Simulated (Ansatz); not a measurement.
Start from `O/C=C(\O)F` and change one atom or group (the configuration at the double bond changes too) to get `B/C=C(/O)F`.

Ansatz, PBE0-D4/def2-TZVP geometries, multiplicity 1. Each molecule was computed in one conformer, which needn't be the lowest.

```tsv
property	`O/C=C(\O)F`
LUMO energy (PBE/def2-TZVPP) / eV	-0.28
size of the dipole moment (B3LYP/def2-TZVPP) / D	2.56
HOMO–LUMO gap (B3LYP/def2-TZVPP) / eV	6.46
HOMO energy (PBE/def2-TZVPP) / eV	-5.13
HOMO energy (ωB97M-V/def2-TZVPP) / eV	-8.71
HOMO–LUMO gap (ωB97M-V/def2-TZVPP) / eV	10.80
```

Question: What does the change do to each property? (Estimate.)

Answer: Ansatz gave: 
```
                                        property  `B/C=C(/O)F`  shift
               LUMO energy (PBE/def2-TZVPP) / eV         -2.40  -2.12
size of the dipole moment (B3LYP/def2-TZVPP) / D          3.06   0.50
           HOMO–LUMO gap (B3LYP/def2-TZVPP) / eV          5.68  -0.78
               HOMO energy (PBE/def2-TZVPP) / eV         -6.48  -1.35
           HOMO energy (ωB97M-V/def2-TZVPP) / eV         -9.78  -1.07
         HOMO–LUMO gap (ωB97M-V/def2-TZVPP) / eV         10.29  -0.51
```

With PBE0 the HOMO falls by 1.16 eV and the LUMO falls by 2.10 eV, so the gap narrows by about 0.94 eV. PBE moves the HOMO by -1.35 eV and ωB97M-V by -1.07 eV. The zero-point energy changes by 17.6 kJ/mol with +3 modes. Dipoles are sizes alone; their direction can turn.

B3LYP here is the variant with VWN-RPA as its local correlation; programs differ in this.
